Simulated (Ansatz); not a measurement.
C3H5NSe, SMILES `C=C/N=C\[SeH]`. Total charge 0; spin multiplicity 1. The structure was optimised at the PBE0-D4/def2-TZVP level. It is one conformer, not always the lowest.

```xyz
10

C     1.474   -0.881   -0.087
C     0.204   -1.165   -0.361
N    -0.890   -0.715    0.366
C    -1.178    0.503    0.465
Se   -0.243    1.960   -0.371
H     1.747   -0.239    0.743
H     2.272   -1.324   -0.668
H    -0.054   -1.858   -1.158
H    -2.027    0.810    1.072
H    -1.303    2.909   -0.002
```

**Question.** What is the dipole moment at B3LYP/def2-TZVPP? (An estimate is asked.)

**Answer.** Computed: 1.04 D, with components (-0.20, 1.01, -0.12) D in this frame, pointing from negative to positive charge.

**Question.** And with PBE, r2SCAN, ωB97M-V? (An estimate is asked.)

**Answer.** The calculation gave: PBE 0.96 D, r2SCAN 0.99 D, ωB97M-V 1.09 D.

**Question.** Give the Mulliken charges with B3LYP, ωB97M-V, r2SCAN in def2-TZVPP. (Best estimate.)

**Answer.** Ansatz gave: 
| atom | B3LYP | ωB97M-V | r2SCAN |
| --- | --- | --- | --- |
| C1 | -0.25 | -0.24 | -0.21 |
| C2 | 0.00 | 0.00 | 0.06 |
| N3 | -0.18 | -0.20 | -0.25 |
| C4 | -0.07 | -0.06 | 0.02 |
| Se5 | 0.01 | -0.01 | -0.02 |
| H6 | 0.12 | 0.12 | 0.10 |
| H7 | 0.10 | 0.10 | 0.09 |
| H8 | 0.11 | 0.10 | 0.08 |
| H9 | 0.13 | 0.13 | 0.09 |
| H10 | 0.04 | 0.06 | 0.04 |

B3LYP here is the variant with VWN-RPA as its local correlation; programs differ in this.
